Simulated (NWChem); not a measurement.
Program: NWChem. System: BeClF, charge 0, spin multiplicity 1, at a geometry optimised with PBE/def2-SVP. The structure started from a generated list of species. Level: TD-PBE0/6-31G* (spherical d).

Job file:

```
start mol
memory heap 200 mb stack 900 mb global 1100 mb
geometry units angstroms nocenter noautoz noautosym
  Be     0.000000     0.000000     0.609134
  F      0.000000     0.000000     2.004175
  Cl     0.000000     0.000000    -1.204359
end
basis spherical
  * library 6-31g*
end
dft
  xc pbe0
  semidirect memsize 60000000 filesize 0
  iterations 100
end
tddft
  rpa
  nroots 10
  notriplet
end
task tddft energy
```

Part of the output:

```
             Northwest Computational Chemistry Package (NWChem) 7.3.0
             --------------------------------------------------------

                                NWChem Input Module
                                -------------------

 Scaling coordinates for geometry "geometry" by  1.889725989
 (inverse scale =  0.529177249)

                             Geometry "geometry" -> ""
                             -------------------------

 Output coordinates in angstroms (scale by  1.889725989 to convert to a.u.)

  No.       Tag          Charge          X              Y              Z
 ---- ---------------- ---------- -------------- -------------- --------------
    1 Be                   4.0000     0.00000000     0.00000000     0.60913400
    2 F                    9.0000     0.00000000     0.00000000     2.00417500
    3 Cl                  17.0000     0.00000000     0.00000000    -1.20435900

 Effective nuclear repulsion energy (a.u.)      58.7321767203

            Nuclear Dipole moment (a.u.)
            ----------------------------
        X                 Y               Z
 ---------------- ---------------- ----------------
     0.0000000000     0.0000000000     0.0000151178


 Summary of "ao basis" -> "" (spherical)
 ------------------------------------------------------------------------------
       Tag                 Description            Shells   Functions and Types
 ---------------- ------------------------------  ------  ---------------------
 *                           6-31g*                   on all atoms

                                 NWChem DFT Module
                                 -----------------

 Summary of "ao basis" -> "ao basis" (spherical)
 ------------------------------------------------------------------------------
       Tag                 Description            Shells   Functions and Types
 ---------------- ------------------------------  ------  ---------------------
 Be                          6-31g*                  6       14   3s2p1d
 F                           6-31g*                  6       14   3s2p1d
 Cl                          6-31g*                  8       18   4s3p1d

 Summary of "ao basis" -> "ao basis" (spherical)
 ------------------------------------------------------------------------------
       Tag                 Description            Shells   Functions and Types
 ---------------- ------------------------------  ------  ---------------------
 Be                          6-31g*                  6       14   3s2p1d
 F                           6-31g*                  6       14   3s2p1d
 Cl                          6-31g*                  8       18   4s3p1d

            General Information
            -------------------
          SCF calculation type: DFT
          Wavefunction type:  closed shell.
          No. of atoms     :     3
          No. of electrons :    30
           Alpha electrons :    15
            Beta electrons :    15
          Charge           :     0
          Spin multiplicity:     1
          Use of symmetry is: off; symmetry adaption is: off
          Maximum number of iterations: 100
          AO basis - number of functions:    46
                     number of shells:    20
          Convergence on energy requested:  1.00D-06
          Convergence on density requested:  1.00D-05
          Convergence on gradient requested:  5.00D-04

              XC Information
              --------------
                         PBE0 Method XC Functional
                     Hartree-Fock (Exact) Exchange  0.250
          PerdewBurkeErnzerhof Exchange Functional  0.750
            Perdew 1991 LDA Correlation Functional  1.000 local
           PerdewBurkeErnz. Correlation Functional  1.000 non-local

             Grid Information
             ----------------
          Grid used for XC integration:  medium
          Radial quadrature: Mura-Knowles
          Angular quadrature: Lebedev.
          Tag              B.-S. Rad. Rad. Pts. Rad. Cut. Ang. Pts.
          ---              ---------- --------- --------- ---------
          Be                  1.05       49           7.0       434
          F                   0.50       49           9.0       434
          Cl                  1.00       88           8.0       590
          Grid pruning is: on
          Number of quadrature shells:   186
          Spatial weights used:  Erf1

          Convergence Information
          -----------------------
          Convergence aids based upon iterative change in
          total energy or number of iterations.
          Levelshifting, if invoked, occurs when the
          HOMO/LUMO gap drops below (HL_TOL):  1.00D-02
          DIIS, if invoked, will attempt to extrapolate
          using up to (NFOCK): 10 stored Fock matrices.

                    Damping( 0%)  Levelshifting(0.5)       DIIS
                  --------------- ------------------- ---------------
          dE  on:    start            ASAP                start
          dE off:    2 iters        100 iters           100 iters

      Screening Tolerance Information
      -------------------------------
          Density screening/tol_rho:  1.00D-10
          AO Gaussian exp screening on grid/accAOfunc:  14
          CD Gaussian exp screening on grid/accCDfunc:  20
          XC Gaussian exp screening on grid/accXCfunc:  20
          Schwarz screening/accCoul:  1.00D-08

      Superposition of Atomic Density Guess
      -------------------------------------

 Sum of atomic energies:        -573.38967877

      Non-variational initial energy
      ------------------------------
[...]
  Root   2 singlet a              0.303284604 a.u.                8.2528 eV
  ----------------------------------------------------------------------------
     Transition Moments    X -0.36848   Y -0.26927   Z -0.00000
     Transition Moments   XX -0.00000  XY  0.00000  XZ  0.43020
     Transition Moments   YY -0.00000  YZ  0.31438  ZZ  0.00000
     Dipole Oscillator Strength                    0.0421128803
     Electric Quadrupole                           0.0000000422
     Magnetic Dipole                               0.0000003643
     Total Oscillator Strength                     0.0421132867

          sigma_e =   1.8538 Angstrom
          sigma_h =   1.2412 Angstrom
         |d_h->e| =   1.4161 Angstrom
            d_exc =   2.6343 Angstrom
            d_CD1 =   2.0287 Angstrom
            d_CD2 =  -0.1314 Angstrom
            d_CD3 =   4.0504 Angstrom
     Pearson C.C. =   0.0093

     Occ.   14  a   ---  Virt.   16  a    0.98604 X
     Occ.   15  a   ---  Virt.   16  a    0.15344 X
  ----------------------------------------------------------------------------
  Root   3 singlet a              0.322774142 a.u.                8.7831 eV
  ----------------------------------------------------------------------------
     Transition Moments    X  0.00000   Y -0.00000   Z  0.00000
     Transition Moments   XX -0.00000  XY  0.00000  XZ  0.00000
     Transition Moments   YY  0.00000  YZ  0.00000  ZZ -0.00000
     Dipole Oscillator Strength                    0.0000000000
     Electric Quadrupole                           0.0000000000
     Magnetic Dipole                               0.0000000000
     Total Oscillator Strength                     0.0000000000

          sigma_e =   1.7096 Angstrom
          sigma_h =   1.2169 Angstrom
         |d_h->e| =   1.5509 Angstrom
            d_exc =   2.6082 Angstrom
            d_CD1 =   2.0437 Angstrom
            d_CD2 =   0.0877 Angstrom
            d_CD3 =   4.1591 Angstrom
     Pearson C.C. =   0.0015

     Occ.   14  a   ---  Virt.   18  a   -0.70547 X
     Occ.   15  a   ---  Virt.   17  a    0.70547 X
  ----------------------------------------------------------------------------
  Root   4 singlet a              0.324078121 a.u.                8.8186 eV
  ----------------------------------------------------------------------------
     Transition Moments    X  0.00000   Y -0.00000   Z  0.00000
     Transition Moments   XX  0.39071  XY -0.00000  XZ  0.00000
     Transition Moments   YY -0.39071  YZ  0.00000  ZZ -0.00000
     Dipole Oscillator Strength                    0.0000000000
     Electric Quadrupole                           0.0000000277
     Magnetic Dipole                               0.0000000000
     Total Oscillator Strength                     0.0000000277

          sigma_e =   1.7092 Angstrom
          sigma_h =   1.1929 Angstrom
         |d_h->e| =   1.5742 Angstrom
            d_exc =   2.6099 Angstrom
            d_CD1 =   2.0904 Angstrom
            d_CD2 =   0.1232 Angstrom
            d_CD3 =   4.1841 Angstrom
     Pearson C.C. =   0.0027

     Occ.   14  a   ---  Virt.   18  a   -0.70576 X
     Occ.   15  a   ---  Virt.   17  a   -0.70576 X
  ----------------------------------------------------------------------------
  Root   5 singlet a              0.324078205 a.u.                8.8186 eV
  ----------------------------------------------------------------------------
     Transition Moments    X -0.00000   Y -0.00000   Z  0.00000
     Transition Moments   XX -0.00000  XY -0.39071  XZ  0.00000
     Transition Moments   YY  0.00000  YZ -0.00000  ZZ -0.00000
     Dipole Oscillator Strength                    0.0000000000
     Electric Quadrupole                           0.0000000277
     Magnetic Dipole                               0.0000000000
     Total Oscillator Strength                     0.0000000277

          sigma_e =   1.7092 Angstrom
          sigma_h =   1.1930 Angstrom
         |d_h->e| =   1.5742 Angstrom
            d_exc =   2.6099 Angstrom
            d_CD1 =   2.0904 Angstrom
            d_CD2 =   0.1232 Angstrom
            d_CD3 =   4.1841 Angstrom
     Pearson C.C. =   0.0027

     Occ.   14  a   ---  Virt.   17  a    0.70576 X
     Occ.   15  a   ---  Virt.   18  a   -0.70576 X
  ----------------------------------------------------------------------------
  Root   6 singlet a              0.351690245 a.u.                9.5700 eV
  ----------------------------------------------------------------------------
     Transition Moments    X  0.00000   Y  0.00000   Z  0.40136
     Transition Moments   XX  0.21807  XY  0.00000  XZ  0.00000
     Transition Moments   YY  0.21807  YZ  0.00000  ZZ -0.10356
     Dipole Oscillator Strength                    0.0377688790
     Electric Quadrupole                           0.0000000080
     Magnetic Dipole                               0.0000000000
     Total Oscillator Strength                     0.0377688870

          sigma_e =   1.7744 Angstrom
          sigma_h =   1.1469 Angstrom
         |d_h->e| =   1.5547 Angstrom
            d_exc =   2.6148 Angstrom
            d_CD1 =   2.1823 Angstrom
            d_CD2 =   0.0941 Angstrom
            d_CD3 =   4.1695 Angstrom
     Pearson C.C. =   0.0108

     Occ.   13  a   ---  Virt.   16  a    0.59196 X
     Occ.   13  a   ---  Virt.   22  a    0.07063 X
     Occ.   14  a   ---  Virt.   17  a   -0.56522 X
     Occ.   15  a   ---  Virt.   18  a   -0.56522 X
  ----------------------------------------------------------------------------
  Root   7 singlet a              0.376078540 a.u.               10.2336 eV
  ----------------------------------------------------------------------------
     Transition Moments    X  0.28981   Y -0.37420   Z  0.00000
     Transition Moments   XX  0.00000  XY -0.00000  XZ  0.75757
     Transition Moments   YY  0.00000  YZ -0.97816  ZZ -0.00000
     Dipole Oscillator Strength                    0.0561637391
     Electric Quadrupole                           0.0000004336
     Magnetic Dipole                               0.0000018735
     Total Oscillator Strength                     0.0561660462

          sigma_e =   1.8367 Angstrom
          sigma_h =   1.0416 Angstrom
         |d_h->e| =   1.1952 Angstrom
            d_exc =   2.4270 Angstrom
            d_CD1 =   1.9903 Angstrom
            d_CD2 =  -0.2440 Angstrom
            d_CD3 =   3.6222 Angstrom
     Pearson C.C. =  -0.0010

     Occ.   11  a   ---  Virt.   16  a   -0.80196 X
     Occ.   12  a   ---  Virt.   16  a    0.56548 X
     Occ.   13  a   ---  Virt.   18  a    0.17477 X
  ----------------------------------------------------------------------------
  Root   8 singlet a              0.376078540 a.u.               10.2336 eV
  ----------------------------------------------------------------------------
     Transition Moments    X  0.37420   Y  0.28981   Z -0.00000
     Transition Moments   XX -0.00000  XY  0.00000  XZ  0.97816
     Transition Moments   YY -0.00000  YZ  0.75756  ZZ  0.00000
     Dipole Oscillator Strength                    0.0561637114
     Electric Quadrupole                           0.0000004336
     Magnetic Dipole                               0.0000018736
     Total Oscillator Strength                     0.0561660186

          sigma_e =   1.8367 Angstrom
          sigma_h =   1.0416 Angstrom
         |d_h->e| =   1.1952 Angstrom
            d_exc =   2.4270 Angstrom
            d_CD1 =   1.9903 Angstrom
            d_CD2 =  -0.2440 Angstrom
            d_CD3 =   3.6222 Angstrom
     Pearson C.C. =  -0.0010

     Occ.   11  a   ---  Virt.   16  a   -0.56548 X
     Occ.   12  a   ---  Virt.   16  a   -0.80196 X
     Occ.   13  a   ---  Virt.   17  a    0.17476 X
  ----------------------------------------------------------------------------
  Root   9 singlet a              0.389255549 a.u.               10.5922 eV
  ----------------------------------------------------------------------------
     Transition Moments    X -0.00000   Y  0.00000   Z -0.00000
     Transition Moments   XX -0.00000  XY  0.00000  XZ -0.00000
     Transition Moments   YY  0.00000  YZ  0.00000  ZZ -0.00000
     Dipole Oscillator Strength                    0.0000000000
     Electric Quadrupole                           0.0000000000
     Magnetic Dipole                               0.0000000000
     Total Oscillator Strength                     0.0000000000

          sigma_e =   1.6985 Angstrom
          sigma_h =   0.8801 Angstrom
         |d_h->e| =   1.2839 Angstrom
            d_exc =   2.3019 Angstrom
            d_CD1 =   2.1024 Angstrom
            d_CD2 =  -0.0054 Angstrom
            d_CD3 =   3.5859 Angstrom
     Pearson C.C. =   0.0031

     Occ.   11  a   ---  Virt.   17  a    0.60808 X
     Occ.   11  a   ---  Virt.   18  a   -0.35850 X
     Occ.   12  a   ---  Virt.   17  a   -0.35850 X
     Occ.   12  a   ---  Virt.   18  a   -0.60808 X
  ----------------------------------------------------------------------------
  Root  10 singlet a              0.391318325 a.u.               10.6483 eV
  ----------------------------------------------------------------------------
     Transition Moments    X  0.00000   Y -0.00000   Z -0.00000
     Transition Moments   XX -0.71191  XY  0.00000  XZ  0.00000
     Transition Moments   YY  0.71191  YZ  0.00000  ZZ  0.00000
     Dipole Oscillator Strength                    0.0000000000
     Electric Quadrupole                           0.0000001617
     Magnetic Dipole                               0.0000000000
     Total Oscillator Strength                     0.0000001617

          sigma_e =   1.6948 Angstrom
          sigma_h =   0.8447 Angstrom
         |d_h->e| =   1.3006 Angstrom
            d_exc =   2.2957 Angstrom
            d_CD1 =   2.1506 Angstrom
            d_CD2 =   0.0308 Angstrom
            d_CD3 =   3.5962 Angstrom
     Pearson C.C. =   0.0025

     Occ.   11  a   ---  Virt.   17  a    0.63802 X
     Occ.   11  a   ---  Virt.   18  a    0.30253 X
     Occ.   12  a   ---  Virt.   17  a   -0.30253 X
     Occ.   12  a   ---  Virt.   18  a    0.63802 X

              Target root =      1
          Target symmetry = none
      Ground state energy =   -574.646137368997
        Excitation energy =      0.303284601386
     Excited state energy =   -574.342852767611

  stored tddft:energy   -574.34285276761136

 Task  times  cpu:       14.9s     wall:       14.9s

 Total times  cpu:       14.9s     wall:       14.9s
```
